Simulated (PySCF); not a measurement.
C₂H₅ClFNSi. Atoms are numbered in the order given.

```xyz
11

C     -2.2397     0.5653    -1.2702
C     -1.5316    -0.3920    -0.6549
Si     0.2380    -0.1558    -0.1795
N      0.9388     1.1550    -1.0184
F      0.9889    -1.5789    -0.4387
Cl     0.4856     0.2247     1.8404
H     -1.7939     1.5366    -1.5106
H     -3.2881     0.4234    -1.5553
H     -2.0163    -1.3492    -0.4253
H      1.7223     1.6625    -0.6204
H      0.9468     1.1754    -2.0336
```

Geometry optimised at B3LYP-D3(BJ)/def2-SVP. This is a generated structure with no PubChem entry under its InChIKey; it may be hypothetical. One conformer was computed; it need not be the lowest.

Method: PBE/def2-TZVP run with PySCF.

The molecule is in vacuum.

```yaml
total_energy: -983.16994 hartree
highest_occupied_level: -6.71 eV
lowest_empty_level: -1.94 eV
orbital_gap: 4.76 eV
dipole_moment: 2.67 D
quadrupole, principal values (traceless, Buckingham form, about the centre of nuclear charge): -9.16, 0.74, 8.41 D·Å
mean_static_polarisability: 66.9 bohr³ (9.92 Å³)
polarisability_principal_values: 56.4, 62.7, 81.7 bohr³
```
